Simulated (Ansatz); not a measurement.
trans-Hf(H2O)2Br4 (HfBr4O2H4), relaxed as a singlet with RKS B3LYP-D4/def2-SVP in Ansatz, starting from the GFN2-xTB geometry. Force threshold 0.02 eV/Å.

In the def2 sets Hf takes a core potential; there is no spin–orbit coupling. The relaxation made no stability test and no search for a lower SCF solution. No other spin state of charge 0 was run. Another isomer (singlet) lies 0.19 eV lower at PBE0-D4/def2-TZVP; other spin states weren't run for this one.

Start:

```xyz
11

Br   -2.506    0.064    0.441
Br    2.512   -0.039   -0.431
Br    0.413    1.150    2.245
Br   -0.401   -1.154   -2.219
Hf    0.004    0.005    0.011
O    -0.020    2.235   -1.110
O     0.019   -2.237    1.109
H     0.769    2.626   -1.523
H    -0.726    2.897   -1.195
H     0.699   -2.930    1.125
H    -0.763   -2.616    1.546
```

(1) Estimate the energy that the relaxation releases and the steps that it takes.

(2) Does the start keep its bonding?

(3) Predict the relaxed structure.

Results:

(1) 19.2 kcal/mol, in 18 steps; 3.1 min on 4 threads of Arm Neoverse V1 on a shared host. The force fell under the threshold at step 12, but the optimiser went on. No frequencies were taken in this run, so the end may be a saddle point.

(2) By distances, no bond broke or formed. The bond that changes most is Hf5–O6, from 2.50 to 2.24 Å (atoms count from 1).

(3) 
Cartesian coordinates in Å:
```
Br -2.4812 0.5853 -0.0087
Br 2.5354 0.4838 -0.5019
Br 0.3033 0.5764 2.5161
Br -0.1844 -1.6392 -1.9858
Hf 0.0448 0.0018 0.0052
O -0.0173 2.0060 -0.9928
O 0.0240 -2.0086 0.9953
H 0.7696 2.4622 -1.3313
H -0.8412 2.4886 -1.1679
H -0.1548 -2.8321 0.5129
H 0.0017 -2.1243 1.9590
```
Bond lengths: 4 × Br–Hf 2.59 Å; 2 × Hf–O 2.24 Å; 4 × H–O 0.97 Å.
